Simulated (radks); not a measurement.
The rhodium ion Rh+, configuration [Kr] 4d7 5f1 (not the ground configuration). All-electron calculation, Dirac Kohn-Sham, BLYP, spin-unpolarised, spherical densities, finite nucleus; open shells are shared between the two j in proportion to 2j + 1; Fermi nuclear charge, rms radius 4.4945 fm. Program: a radial shooting solver on a logarithmic mesh with Libxc functionals.

Normalised radial functions P(r) = r R(r) (large component), r in bohr:

r,4p3/2,4d5/2
0.007061,0.0189,0.0002
0.01169,0.0459,0.0010
0.01935,0.1042,0.0042
0.03203,0.2099,0.0156
0.05301,0.3421,0.0525
0.08775,0.3605,0.1486
0.1453,0.0245,0.3198
0.2424,-0.5240,0.4359
0.4012,-0.3271,0.1721
0.6642,0.7311,-0.4856
1.099,1.0398,-0.8800
1.82,0.4090,-0.6385
3.013,0.0463,-0.2264
4.987,0.0009,-0.0292
8.255,0.0000,-0.0007
13.66,0.0000,0.0000
22.62,0.0000,0.0000
37.44,0.0000,0.0000

4p3/2: eigenvalue -67.385 eV, 2 radial nodes at r = 0.149, 0.476 bohr, <r> = 1.08 bohr, 90 % of the charge inside 1.60 bohr. 4d5/2: eigenvalue -23.002 eV, 1 radial node at r = 0.465 bohr, <r> = 1.46 bohr, 90 % of the charge inside 2.31 bohr.
